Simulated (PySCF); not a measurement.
Si(Cl)(F)2(NCO) (CClF2NOSi), SMILES O=C=N[Si](F)(F)Cl.

Geometry: B3LYP-D3(BJ)/def2-SVP. One conformer was computed; it need not be the lowest.

All values below come from PySCF with PBE/def2-TZVP.

Symmetry labels are those of the subgroup Cs that the program uses (full group Cs).

Computed valence orbital energies around the gap with their symmetry:
| orbital | symmetry | energy (eV) |
|---|---|---|
| HOMO−7 | A' | -11.21 |
| HOMO−6 | A" | -10.90 |
| HOMO−5 | A" | -10.59 |
| HOMO−4 | A' | -10.48 |
| HOMO−3 | A' | -9.07 |
| HOMO−2 | A" | -8.85 |
| HOMO−1 | A" | -8.30 |
| HOMO | A' | -8.18 |
| LUMO | A' | -1.24 |
| LUMO+1 | A" | -1.23 |
| LUMO+2 | A' | -0.71 |
| LUMO+3 | A' | 0.30 |
